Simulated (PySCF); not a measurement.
**Exercise with solution: chemical shift, span and skew from a shielding tensor**

Si(H)2(OMe)2 (C2H8O2Si), SMILES CO[SiH2]OC. Atoms are numbered in the order given.

```xyz
13

Si    -0.0773    -0.6768     0.4606
O      1.5034    -0.4975     0.0203
C      2.1354     0.7578    -0.0990
O     -1.0171     0.1812    -0.6058
C     -2.3119     0.6670    -0.3546
H     -0.3334    -0.1251     1.8290
H     -0.3527    -2.1342     0.4139
H      3.1735     0.5988    -0.4286
H      1.6240     1.3961    -0.8402
H      2.1581     1.2947     0.8679
H     -2.4028     1.1007     0.6594
H     -2.5458     1.4558    -1.0868
H     -3.0711    -0.1297    -0.4568
```

Coordinates come from a ωB97X-D3(BJ)/def2-SVP optimisation. One conformer was computed; it need not be the lowest.

GIAO shieldings from PBE0/pcSseg-1 in PySCF, non-relativistic, no solvent. The symmetric part of the tensor of Si1 has the principal values 353.1, 359.7, 407.5 ppm. The same nucleus in TMS has σ = 352.7 ppm at this level (PySCF, at its B3LYP-D3(BJ)/def2-TZVP geometry).

Problem. Work out the isotropic shielding, the ²⁹Si shift against TMS, the span and the skew.

Solution. 
σ(iso) = (σ11 + σ22 + σ33)/3 = 373.4 ppm. δ = σ(ref) − σ(iso) = 352.7 − (373.4) = -20.7 ppm.
Span Ω = σ33 − σ11 = 54.4 ppm. Skew κ = 3(σ(iso) − σ22)/Ω = 0.76. Tumbling in solution averages the tensor to δ; in a static solid the shielding alone would spread this spin-1/2 line over Ω.
